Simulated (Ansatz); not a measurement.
Stepwise reaction of `C[SiH](Cl)Cl` with hydrogen sulfide, as a gas-phase model of exchange steps in deposition or etching. ΔE in kJ/mol; ΔG adds harmonic PBE0-D4 terms to CCSD(T)/CBS, at 1 bar.

Program: Ansatz. Geometries: PBE0-D4/def2-TZVP. ΔE: electronic, gas phase. CCSD(T)/CBS is the MP2 limit (def2-TZVPP, def2-QZVPP) plus CCSD(T) − MP2 in def2-TZVPP, frozen cores. This one scheme is used for every species. DFT in def2-TZVPP. B3LYP here is the variant with VWN-RPA as its local correlation; programs differ in this. One conformer a species, not always the lowest.

| step | reaction | PBE-D4 | B3LYP-D4 | ωB97M-V | CCSD(T)/CBS | ΔG(500 K) |
| --- | --- | --- | --- | --- | --- | --- |
| 1 | `C[SiH](Cl)Cl` + H₂S → `C[SiH](S)Cl` + HCl | 34.9 | 40.5 | 42.0 | 39.7 | 42.5 |
| 2 | `C[SiH](S)Cl` + H₂S → `C[SiH](S)S` + HCl | 33.5 | 38.9 | 40.6 | 38.0 | 41.5 |

By hand: ΔE of the 2 steps together at CCSD(T)/CBS.

(39.7) + (38.0) = 77.7 kJ/mol, or 38.9 kJ/mol a step.

In ΔE the steps differ by no more than 1.7 kJ/mol. All are uphill at CCSD(T)/CBS. ΔG lies between 41.5 and 42.5 kJ/mol a step. PBE-D4 differs from CCSD(T)/CBS by -4.8 to -4.5 kJ/mol a step. Isolated molecules leave out the surface, adducts and barriers. Largest T1 diagnostic: 0.011.
